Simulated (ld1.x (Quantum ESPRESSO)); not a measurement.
Be (Z = 4): excitation energies, all-electron against PAW

```
Element                 : beryllium (Be)
Generator               : ld1.x (Quantum ESPRESSO) 7.5
Type                    : PAW
Functional              : LDA (PZ)
Relativity              : scalar-relativistic
Frozen core             : [He]
Valence charge          : 2
Reference configuration : 2s2 2p0
Partial waves           : 2s (bound): rcut 1.85, rcutus 2.00 bohr; 2s channel at 0.05 Ry: rcut 1.85, rcutus 2.00 bohr; 2p (bound, empty): rcut 3.40, rcutus 4.40 bohr; 2p channel at 0.85 Ry: rcut 3.40, rcutus 4.40 bohr; 3d channel at 0.2 Ry: rcut 3.10, rcutus 3.45 bohr
Local potential         : all-electron potential smoothed inside 2.20 bohr (lloc = -1)
Core correction         : Bessel-smoothed model core inside 1.75 bohr
Augmentation charge     : PSQ, inside the norm-conserving radii
```

Energies are relative to the spin-unpolarised reference configuration 2s2 2p0; without spin polarisation the order of configurations can differ from experiment. Spin-polarised rows fill each open shell by Hund’s rule, majority spin first.

```csv
valence configuration,charge,ΔE all-electron (eV),error AE − PS (meV)
2s1 2p1,0,3.519,-0.1
2s0 2p2,0,7.071,-3.2
2s0 2p1,+1,13.334,-4.7
2s1 2p0 (spin-polarised),+1,9.044,-3.0
2s1.5 2p0 (spin-polarised),+0.5,3.671,-0.4
```

Problem. What are ΔE and the potential's error for 2s1.5 2p0?

Solution. ΔE = 3.752 eV all-electron; the error (AE − PS) is -0.3 meV.

Problem. What are ΔE and the potential's error for 2s1 2p0?

Solution. ΔE = 9.520 eV all-electron; the error (AE − PS) is -1.9 meV.

Levels in the configuration 2s0 2p1:

| level | all-electron (eV) | pseudo (eV) |
| --- | --- | --- |
| 2p | -9.915 | -9.927 |
